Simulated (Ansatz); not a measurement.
Ansatz results at the PBE0-D4/def2-TZVP geometry: size of the dipole moment (ωB97M-V/def2-TZVPP) 1.05 D; HOMO energy (ωB97M-V/def2-TZVPP) -9.24 eV; size of the dipole moment (PBE/def2-TZVPP) 0.95 D.

Each molecule was computed in one conformer, which needn't be the lowest.

(1) Which molecule gave them?
A. `C=COCCCl`
B. `OF`
C. `CS/C(C)=C/C(C)=O`
D. `C/C(Cl)=C/CO`

Results:

(1) A. The others give `CS/C(C)=C/C(C)=O`: 3.52, -8.59, 3.62; `C/C(Cl)=C/CO`: 1.79, -9.42, 1.72; `OF`: 1.96, -11.74, 1.88.
